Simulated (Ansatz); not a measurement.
C$_{6}$H$_{4}$Cl (SMILES Clc1cc[c]cc1), doublet, geometry from GFN2-xTB; Ansatz (a first-principles code) with HSE06/STO-3G.

Ansatz was given this input:
Ansatz 0.2 input:
```yaml
crystal:
  periodic: [false, false, false]
  atoms:
    - {symbol: Cl, position_ang: [-1.23158168, 1.78779842, 0.11037424]}
    - {symbol: C, position_ang: [-0.24903294, 0.36150318, 0.02231831]}
    - {symbol: C, position_ang: [-0.86478632, -0.87848864, -0.02994881]}
    - {symbol: C, position_ang: [-0.07467049, -2.02421734, -0.10069720]}
    - {symbol: C, position_ang: [1.27785936, -1.85497640, -0.11452164]}
    - {symbol: C, position_ang: [1.91899080, -0.65304962, -0.06459062]}
    - {symbol: C, position_ang: [1.13002066, 0.49346705, 0.00617853]}
    - {symbol: H, position_ang: [-1.94095717, -0.95740572, -0.01614208]}
    - {symbol: H, position_ang: [-0.53509881, -2.99895891, -0.14217376]}
    - {symbol: H, position_ang: [2.99461806, -0.57134804, -0.07824815]}
    - {symbol: H, position_ang: [1.58803999, 1.46971016, 0.04777049]}
basis:
  gaussian:
    orbitals: STO-3G
hamiltonian:
  xc: hse06
magnetization: {spin_polarized: true, initial_magnetization: 1}
```

The log (banner, timings and long lists left out):

```
Functional definition: HSE06
585 factors; integrals over basis functions are off by at most 2.7e-5 eV
81 factors; integrals over basis functions are off by at most 1.9e-7 eV
mean field evaluation 1: about -18582.0318 eV, gradient 1.1e1 eV
mean field evaluation 2: about -18581.5180 eV, gradient 1.5e1 eV
mean field evaluation 4: about -18582.9793 eV, gradient 1.1e0 eV
mean field evaluation 8: about -18582.9107 eV, gradient 7.7e-2 eV
mean field evaluation 16: about -18582.9111 eV, gradient 7.4e-5 eV
mean field -18582.91113433 eV, -682.9093882369 hartree, gradient 1.5e-5 eV, S^2 0.764238; 0 other end points of the search recorded, 0 dependent functions left out
reference -18582.91115875 eV, -682.9093891344 hartree; 29, 28 occupied and 14, 15 virtual orbitals, 585 factors
Total energy: -18582.91115875 eV, -682.9093891344 hartree
```
